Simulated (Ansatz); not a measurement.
cyclo-(H2SnCH2)4 (C₄H₁₆Sn₄). The state is a singlet with charge 0. Geometry PBE-D4/def2-SVP, basis def2-TZVP, Ansatz.

```tsv
atom	x (Å)	y (Å)	z (Å)
Sn1	2.067	-0.975	-1.164
H2	3.757	-0.607	-1.310
H3	1.714	-2.410	-2.077
C4	1.576	-1.324	0.926
Sn5	-0.387	-2.188	1.279
H6	-0.314	-3.894	0.968
H7	-0.857	-1.931	2.932
C8	-1.864	-1.273	-0.029
Sn9	-2.398	0.774	0.472
H10	-3.140	1.542	-0.899
H11	-3.526	0.753	1.791
C12	-0.628	1.900	1.045
Sn13	0.720	2.389	-0.589
H14	0.085	3.754	-1.452
H15	2.288	2.794	0.042
C16	0.914	0.697	-1.941
H17	1.653	-0.361	1.471
H18	2.334	-2.013	1.351
H19	-1.479	-1.304	-1.069
H20	-2.788	-1.886	0.007
H21	-0.956	2.850	1.514
H22	-0.075	1.320	1.812
H23	-0.102	0.344	-2.211
H24	1.406	1.049	-2.871
```

```tsv
run	HOMO (eV)	LUMO (eV)
A	-6.67	-1.06
B	-7.76	-0.37
C	-6.91	-0.69
D	-6.62	-0.94
E	-7.31	-0.47
```

In the def2 sets Sn takes a core potential; there is no spin–orbit coupling.

The runs used PBE, PBE0, r2SCAN, r2SCANh, revPBE. Estimate which is which.

A PBE (0 % exact exchange); B PBE0 (25 % exact exchange); C r2SCAN (0 % exact exchange); D revPBE (0 % exact exchange); E r2SCANh (10 % exact exchange). Exact exchange lowers occupied and raises empty levels; among semilocal functionals meta-GGAs tend to open the gap a little, and such runs are hard to tell apart. The gap grows from 5.61 eV (PBE) to 7.39 eV (PBE0).
